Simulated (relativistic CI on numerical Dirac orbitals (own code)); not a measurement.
**Ni4+ in a cubic cluster: 2p photoemission with charge transfer**

Computed with a charge-transfer multiplet model of a cubic metal-ligand cluster with up to 2 ligand holes, Slater and spin-orbit integrals from Dirac-Coulomb-Breit ions, Slater integrals scaled by 0.8. The ground state mixes d6 with configurations of k ligand holes L, whose averages lie at kΔ + k(k − 1)U_dd/2; a core hole lowers each added d electron by U_cd. 300 K, Lorentzian 0.6 eV and Gaussian 0.8 eV FWHM.

Atomic integrals in eV (Slater integrals scaled, ζ unscaled), ground: F2dd 11.354, F4dd 7.124, zeta_d 0.099; with the core hole: F2dd 12.648, F4dd 7.972, zeta_d 0.136, zeta_core 11.396, F2cd 7.730, G1cd 6.056, G3cd 3.449.

Cluster parameters (eV): Δ = -0.4, U_dd = 7.1, 10Dq = 2, 10Dq(ligand) = 1, V(eg) = 3.25, V(t2g) = -1.77, final-state hopping factor = 0.8.

| Case | n_d | d6 | d7L | d8L2 | S |
| --- | --- | --- | --- | --- | --- |
| U_cd = 7.9 eV | 6.84 | 0.30 | 0.56 | 0.14 | 0.03 |
| U_cd = 8.5 eV | 6.84 | 0.30 | 0.56 | 0.14 | 0.03 |
| U_cd = 9.7 eV | 6.84 | 0.30 | 0.56 | 0.14 | 0.03 |

Weights, n_d and S are thermal averages at 300 K. Binding energies count from the first peak over 30 % of the highest in each spectrum, which can be another peak from case to case. The parameters are a model scan and need not match a compound or its usual spin state. Peaks in eV (height, largest 100):
- U_cd = 7.9 eV: 0.0 (100), 4.0 (12), 6.7 (6), 11.3 (6), 13.0 (7), 18.0 (47), 19.7 (12)
- U_cd = 8.5 eV: 0.0 (100), 4.0 (12), 11.2 (7), 13.0 (8), 17.9 (48), 19.7 (13), 30.1 (5)
- U_cd = 9.7 eV: 0.0 (100), 3.9 (12), 11.3 (9), 13.1 (11), 17.9 (48), 19.9 (13), 30.2 (7)

Curve for U_cd = 8.5 eV (points under 2 left out, the grid thinned):

E (eV), Intensity and a bar:
```
     -2.9        2.0 
     -2.2        3.5 
     -1.4        9.6 ##
     -0.7       42.8 ############
      0.0      100.0 ##############################
      0.7       37.9 ###########
      1.5        9.8 ##
      2.2        9.1 ##
      2.9       11.0 ###
      3.6       11.7 ###
      4.4       11.4 ###
      5.1        8.8 ##
      5.8        6.8 #
      6.6        6.4 #
      7.3        5.5 #
      8.0        4.2 #
      8.7        3.3 
      9.5        3.7 #
     10.2        4.9 #
     10.9        6.9 #
     11.6        6.8 #
     12.4        7.2 ##
     13.1        8.2 ##
     13.8        6.1 #
     14.6        4.2 #
     15.3        4.2 #
     16.0        4.6 #
     16.7        8.1 ##
     17.5       34.3 ##########
     18.2       40.4 ############
     18.9       14.2 ####
     19.6       13.3 ###
     20.4       10.3 ###
     21.1        6.3 #
     21.8        4.1 #
     22.6        3.1 
     23.3        2.3 
     24.0        2.7 
     24.7        2.7 
     28.3        2.3 
     29.0        3.9 #
     29.7        5.0 #
     30.4        5.1 #
     31.2        3.5 
     31.9        2.0
```

For the case U_cd = 7.9 eV, Δ = -0.4 eV is smaller than U_dd = 7.1 eV, the charge-transfer side of the Zaanen-Sawatzky-Allen scheme (negative Δ: between configuration averages a ligand hole costs less than the nominal valence; multiplet and field energies can change this for the lowest states). With the core hole the configuration with one ligand hole lies at Δ − U_cd = -8.3, -8.9, -10.1 eV from the one without, in the order of the table; where this is negative the screened configuration lies lower.

With at most 2 ligand holes the space is cut while the next configuration still counts, so covalency is underestimated, and a final configuration with one more ligand hole, which can lie low, is missing from the spectra.
